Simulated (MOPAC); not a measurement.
MOPAC input (PM7):

```
PM7 FORCE THERMO(298,298) PRECISE LET CHARGE=-1 GEO-OK AUX(PRECISION=9) THREADS=1
HF3NSi

N     1.54577814 1    0.32422593 1   -0.74313309 1
Si    0.12315167 1    0.01644258 1   -0.05148183 1
F    -0.61856486 1   -1.39455766 1   -0.24541979 1
F    -0.06758255 1    0.07513612 1    1.54188641 1
F    -0.98671004 1    1.04409735 1   -0.55437320 1
H     2.41463108 1   -0.13908589 1   -0.63001428 1
```

From the output:

```
     H    6   4.086420   0.983946   0.053618   0.053601   0.102236   4.475689

          HEAT OF FORMATION =    -317.655937 KCALS/MOLE

          ZERO POINT ENERGY      12.520 KCAL/MOL

           NORMAL COORDINATE ANALYSIS (Total motion = 1 Angstrom)

   Root No.       1         2         3         4         5         6         7         8

                 1 A"      1 A'      2 A"      2 A'      3 A'      3 A"      4 A'      5 A'

                 164.5     233.8     300.0     306.6     330.0     368.7     624.0     764.4

           1   -0.0000    0.0032    0.0000    0.0609   -0.0832    0.0000   -0.1287   -0.1465
           2   -0.0544   -0.0741    0.1974    0.0461    0.0711   -0.0004   -0.0441    0.0118
           3    0.0309   -0.1303   -0.1122    0.0812    0.1251    0.0002   -0.0776    0.0208
           4   -0.0000    0.0163   -0.0000    0.0863   -0.0740   -0.0000    0.0253   -0.0754
           5   -0.0236   -0.0208   -0.0832   -0.0354   -0.0439   -0.0453   -0.0014    0.0030
           6    0.0134   -0.0365    0.0473   -0.0623   -0.0772    0.0257   -0.0025    0.0053
           7    0.0792    0.0781   -0.0933   -0.0904    0.0101   -0.0327    0.0221    0.0846
           8   -0.0674   -0.0547   -0.0233    0.0731   -0.1037   -0.0420    0.0173    0.1351
           9   -0.0861    0.2021   -0.0182    0.0339    0.0679   -0.0320   -0.0124   -0.0004
          10   -0.0792    0.0781    0.0933   -0.0904    0.0101    0.0327    0.0221    0.0846
          11    0.0395    0.2017    0.0038   -0.0083    0.1114    0.0061   -0.0195   -0.0695
          12    0.1020    0.0564    0.0293    0.0802   -0.0544    0.0525    0.0085    0.1159
          13    0.0000   -0.1830   -0.0000   -0.0072    0.1451   -0.0000   -0.0129    0.0647
          14    0.1258   -0.0580    0.0182   -0.0545   -0.0034    0.0688    0.0236   -0.0763
          15   -0.0715   -0.1020   -0.0104   -0.0960   -0.0059   -0.0391    0.0415   -0.1343
          16   -0.0000    0.0039    0.0000    0.2941    0.1027    0.0000    0.4925   -0.2736
          17   -0.4308   -0.0694   -0.4004    0.1506    0.1519    0.6469    0.2507   -0.0470
          18    0.2448   -0.1222    0.2276    0.2650    0.2673   -0.3677    0.4412   -0.0827

   Root No.       9        10        11        12

                 4 A"      6 A'      7 A'      8 A'

                 828.5     888.3    1122.2    2826.8

           1    0.0000   -0.0519   -0.1912   -0.0458
           2    0.0013   -0.0186    0.0245    0.0225
           3   -0.0007   -0.0328    0.0431    0.0395
           4    0.0000    0.0441    0.1432   -0.0006
           5    0.2520    0.1137   -0.0111    0.0007
           6   -0.1432    0.2001   -0.0196    0.0013
           7   -0.1413   -0.0574   -0.0165    0.0002
           8   -0.2362   -0.1009   -0.0223    0.0002
           9    0.0024   -0.0052    0.0020    0.0001
          10    0.1413   -0.0574   -0.0165    0.0002
          11   -0.1229    0.0472    0.0131    0.0000
          12    0.2017   -0.0893   -0.0181    0.0002
          13   -0.0000    0.0793   -0.0109    0.0001
          14   -0.0074   -0.1055    0.0145   -0.0001
          15    0.0042   -0.1855    0.0255   -0.0002
          16    0.0000    0.1605   -0.5066    0.6445
          17   -0.1302    0.0891   -0.1298   -0.3334
          18    0.0740    0.1568   -0.2284   -0.5865

           MASS-WEIGHTED COORDINATE ANALYSIS (NORMAL COORDINATES)

   Root No.       1         2         3         4         5         6         7         8

                 1 A"      1 A'      2 A"      2 A'      3 A'      3 A"      4 A'      5 A'

                 164.5     233.8     300.0     306.6     330.0     368.7     624.0     764.4

           1   -0.0000    0.0067    0.0000    0.1863   -0.2285    0.0000   -0.4947   -0.3828
           2   -0.1713   -0.1553    0.5904    0.1411    0.1952   -0.0014   -0.1696    0.0309
           3    0.0973   -0.2732   -0.3356    0.2482    0.3435    0.0008   -0.2985    0.0543
           4   -0.0000    0.0485   -0.0000    0.3735   -0.2880   -0.0000    0.1374   -0.2788
           5   -0.1054   -0.0616   -0.3524   -0.1532   -0.1706   -0.2531   -0.0079    0.0112
           6    0.0599   -0.1084    0.2003   -0.2696   -0.3001    0.1438   -0.0138    0.0197
           7    0.2905    0.1907   -0.3251   -0.3220    0.0324   -0.1502    0.0991    0.2575
           8   -0.2470   -0.1336   -0.0811    0.2604   -0.3318   -0.1928    0.0772    0.4111
           9   -0.3157    0.4935   -0.0635    0.1208    0.2173   -0.1473   -0.0554   -0.0012
          10   -0.2905    0.1907    0.3251   -0.3220    0.0324    0.1502    0.0991    0.2575
          11    0.1449    0.4923    0.0131   -0.0295    0.3565    0.0279   -0.0871   -0.2114
          12    0.3738    0.1377    0.1022    0.2855   -0.1739    0.2410    0.0380    0.3525
          13    0.0000   -0.4467   -0.0000   -0.0258    0.4641   -0.0000   -0.0576    0.1969
          14    0.4612   -0.1415    0.0635   -0.1942   -0.0107    0.3162    0.1056   -0.2322
          15   -0.2621   -0.2489   -0.0361   -0.3418   -0.0189   -0.1797    0.1857   -0.4085
          16   -0.0000    0.0022    0.0000    0.2413    0.0757    0.0000    0.5078   -0.1918
          17   -0.3637   -0.0390   -0.3213    0.1236    0.1119    0.6846    0.2585   -0.0329
          18    0.2067   -0.0687    0.1826    0.2174    0.1970   -0.3891    0.4549   -0.0579

   Root No.       9        10        11        12

                 4 A"      6 A'      7 A'      8 A'

                 828.5     888.3    1122.2    2826.8

           1    0.0000   -0.1092   -0.5818   -0.1772
           2    0.0021   -0.0392    0.0745    0.0869
           3   -0.0012   -0.0690    0.1311    0.1528
           4    0.0000    0.1314    0.6170   -0.0033
           5    0.5821    0.3393   -0.0480    0.0041
           6   -0.3308    0.5969   -0.0844    0.0072
           7   -0.2685   -0.1408   -0.0584    0.0009
           8   -0.4488   -0.2475   -0.0790    0.0007
           9    0.0046   -0.0127    0.0070    0.0005
          10    0.2685   -0.1408   -0.0584    0.0009
          11   -0.2336    0.1158    0.0464    0.0000
          12    0.3832   -0.2191   -0.0643    0.0008
          13   -0.0000    0.1947   -0.0386    0.0002
          14   -0.0140   -0.2587    0.0514   -0.0006
          15    0.0080   -0.4552    0.0904   -0.0010
          16    0.0000    0.0907   -0.4136    0.6689
          17   -0.0570    0.0504   -0.1060   -0.3460
          18    0.0324    0.0886   -0.1865   -0.6087

          DESCRIPTION OF VIBRATIONS

 VIBRATION          1    1A"         ATOM PAIR     ENERGY CONTRIBUTION    RADIAL
 FREQUENCY           164.51         N 1 -- H 6         +29.1% ( 78.1%)      0.0%
 TRANSITION DIPOLE   0.9422         Si2 -- F 5         +27.6% ( 76.1%)      0.0%
 TRAVEL (Ang.)       0.3266         Si2 -- F 4         +16.9% ( 59.6%)      0.4%
 REDUCED MASS        3.8436         Si2 -- F 3         +16.9% ( 59.6%)      0.4%
 EFFECTIVE MASS     21.8775
 FORCE CONSTANT      0.0613

 VIBRATION          2    1A'         ATOM PAIR     ENERGY CONTRIBUTION    RADIAL
 FREQUENCY           233.85         N 1 -- Si2         +38.6% ( 82.0%)      4.6%
 TRANSITION DIPOLE   0.2682         Si2 -- F 3         +19.7% ( 58.5%)      0.0%
 TRAVEL (Ang.)       0.2397         Si2 -- F 4         +19.7% ( 58.5%)      0.0%
 REDUCED MASS        5.0204         Si2 -- F 5         +14.0% ( 49.4%)      0.2%
 EFFECTIVE MASS     22.2478
 FORCE CONSTANT      0.1618

 VIBRATION          3    2A"         ATOM PAIR     ENERGY CONTRIBUTION    RADIAL
 FREQUENCY           300.00         N 1 -- Si2         +32.4% ( 98.5%)      0.0%
 TRANSITION DIPOLE   2.3353         Si2 -- F 5         +21.0% ( 79.3%)      0.0%
 TRAVEL (Ang.)       0.2294         N 1 -- H 6         +16.4% ( 70.1%)      0.0%
 REDUCED MASS        4.2708         Si2 -- F 3         +15.1% ( 67.3%)      1.5%
 EFFECTIVE MASS     16.9217         Si2 -- F 4         +15.1% ( 67.3%)      1.5%
 FORCE CONSTANT      0.2265

 VIBRATION          4    2A'         ATOM PAIR     ENERGY CONTRIBUTION    RADIAL
 FREQUENCY           306.60         Si2 -- F 3         +24.8% (120.4%)      0.0%
 TRANSITION DIPOLE   1.5984         Si2 -- F 4         +24.8% (120.4%)      0.0%
 TRAVEL (Ang.)       0.2494         N 1 -- Si2         +21.5% (112.1%)      9.0%
 REDUCED MASS        3.5369         Si2 -- F 5         +14.8% ( 93.2%)      2.5%
 EFFECTIVE MASS     28.3483         N 1 -- H 6         +14.2% ( 91.2%)     90.7%
 FORCE CONSTANT      0.1959

 VIBRATION          5    3A'         ATOM PAIR     ENERGY CONTRIBUTION    RADIAL
 FREQUENCY           329.99         N 1 -- Si2         +39.7% (135.2%)      0.6%
 TRANSITION DIPOLE   0.9148         Si2 -- F 5         +19.5% ( 94.7%)      0.2%
 TRAVEL (Ang.)       0.2384         Si2 -- F 4         +16.6% ( 87.4%)      0.2%
 REDUCED MASS        3.5959         Si2 -- F 3         +16.6% ( 87.4%)      0.2%
 EFFECTIVE MASS     26.2953
```

The dipole moment of an ion depends on the origin.
